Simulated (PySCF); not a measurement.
SMILES FC(F)(F)[SiH2]Br (CH2BrF3Si) (CAM-B3LYP/def2-SVP optimised geometry):

```
8

F     -0.873    -0.913     1.152
C     -0.472    -0.363     0.000
F      0.873    -0.363     0.000
F     -0.872     0.913     0.000
Si    -1.099    -1.338    -1.538
Br    -3.310    -1.360    -1.521
H     -0.605    -0.636    -2.743
H     -0.574    -2.716    -1.433
```

Computed with PySCF with CAM-B3LYP/def2-TZVP.

Question: What are the frontier orbital energies and the dipole moment?

Answer: HOMO-2 -11.66 eV, HOMO-1 -10.29 eV, HOMO -10.28 eV, LUMO 0.38 eV, LUMO+1 1.22 eV; dipole moment 1.86 D.

Meta-Löwdin charges at CAM-B3LYP/def2-TZVP: F1 -0.27, C2 0.57, F3 -0.28, F4 -0.27, Si5 0.65, Br6 -0.24, H7 -0.08, H8 -0.08.
